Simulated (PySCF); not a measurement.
## Phosphorus: a sound run and one with changed settings

Sound run: P⁺ [Ne] 3s2 3p2, P²⁺ [Ne] 3s2 3p1. All numbers are calculated (PySCF 2.14, the spin-free X2C one-electron Hamiltonian (Gaussian nucleus), in aug-cc-pVDZ-DK). In the sound run the correlated levels freeze [Ne]. The sound run starts from symmetry-adapted Hartree-Fock orbitals and uses a fine grid where one is needed.

Changed run: initial guess 1e, at most 50 SCF cycles.

| species | method | sound run (hartree) | changed run (hartree) | converged |
| --- | --- | --- | --- | --- |
| P⁺ | UHF | -341.15940 | -341.15940 | yes |
| P⁺ | PBE0 | -341.56766 | -341.56766 | yes |
| P⁺ | CCSD(T) | -341.23141 | -341.23141 | yes |
| P²⁺ | B3LYP | -340.99222 | -340.99222 | yes |
| P²⁺ | MP2 | -340.49386 | -340.49386 | yes |

Here the plain start reaches the same solutions.
